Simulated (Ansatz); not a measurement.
Program: Ansatz. Geometries: PBE0-D4/def2-TZVP. ΔE: electronic, gas phase. CCSD(T)/CBS adds triple-zeta CCSD(T) − MP2 to the extrapolated MP2 energy (def2 sets, frozen cores). Functionals use def2-TZVPP. For Ge outer-core shells are correlated without core-valence functions, which leaves a few kJ/mol of doubt a bond. Scalar relativity is left out up to krypton. Each species was taken in one conformer, which may not be the lowest.

Consider the formal exchange of groups at the Si–Ge bond: `[GeH3][SiH2][GeH2][GeH3]` + GeH₄ → `[GeH3][SiH2][GeH3]` + digermane.

`[GeH3][SiH2][GeH2][GeH3]`:

Cartesian coordinates in Å:
```
Ge -1.038 -2.156 -0.157
Si 0.229 -0.882 1.402
Ge 1.394 0.848 0.259
Ge -0.159 2.175 -1.046
H -0.120 -2.715 -1.258
H -1.754 -3.333 0.526
H -2.097 -1.262 -0.824
H 1.181 -1.769 2.126
H -0.693 -0.271 2.399
H 2.438 0.226 -0.688
H 2.142 1.756 1.255
H -0.819 1.295 -2.120
H 0.560 3.344 -1.738
H -1.261 2.742 -0.136
```

GeH₄:

Z-matrix (Å, degrees):
```
Ge
H 1 1.534
H 1 1.534 2 109.5
H 1 1.534 2 109.5 3 -120.0
H 1 1.534 2 109.5 3 120.0
```

`[GeH3][SiH2][GeH3]`:

Z-matrix (Å, degrees):
```
Ge
Si 1 2.379
H 1 1.538 2 110.1
H 1 1.538 2 111.3 3 120.4
H 1 1.538 2 110.1 3 -119.3
Ge 2 2.379 1 110.5 3 59.7
H 2 1.489 1 109.5 3 -179.6
H 2 1.489 1 109.5 3 -61.1
H 6 1.538 2 110.1 1 -59.6
H 6 1.538 2 110.1 1 59.7
H 6 1.538 2 111.3 1 -180.0
```

`[GeH3][GeH3]`:

Z-matrix (Å, degrees):
```
Ge
Ge 1 2.420
H 1 1.537 2 110.3
H 1 1.537 2 110.4 3 120.0
H 1 1.537 2 110.3 3 -120.0
H 2 1.537 1 110.4 3 -179.4
H 2 1.537 1 110.3 3 -59.4
H 2 1.537 1 110.3 3 60.6
```

Q: Is it downhill or uphill in electronic energy at CCSD(T)/CBS, and by how much? (An estimate is asked.)

A: The calculation gave: Uphill: ΔE = +8.0 kJ/mol.

Q: What do these levels give: PBE-D4, revPBE-D4, LC-ωPBE, SCS-MP2/def2-TZVPP, HF/CBS(def2), MP2/CBS(def2)? (An estimate is asked.)

A: Ansatz gave: PBE-D4 6.9, revPBE-D4 7.6, LC-ωPBE 3.4, SCS-MP2/def2-TZVPP 8.4, HF/CBS(def2) 0.5, MP2/CBS(def2) 10.2 kJ/mol.

Q: What do rigid-rotor, harmonic-oscillator terms from PBE0-D4/def2-TZVP frequencies (298.15 K, 1 bar) make of the CCSD(T)/CBS value? (An estimate is asked.)

A: Ansatz gave: ΔZPE = +1.1 kJ/mol, ΔH = +7.6 kJ/mol, ΔS = 0 J/(mol·K), ΔG = +7.6 kJ/mol. Modes under 50 cm⁻¹ make the entropy rough.

Largest T1 diagnostic among the species: 0.012.

In def2-TZVPP, CCSD(T) changes the Hartree–Fock value by +6.9 kJ/mol (the triples alone add +1.4 kJ/mol) and MP2 by +9.1 kJ/mol. Leaving LDA and LC-ωPBE aside and taking each functional with its dispersion term where it has one, the values, not all of them listed here, spread over 3.8 kJ/mol, from B2PLYP to BHLYP-D4.
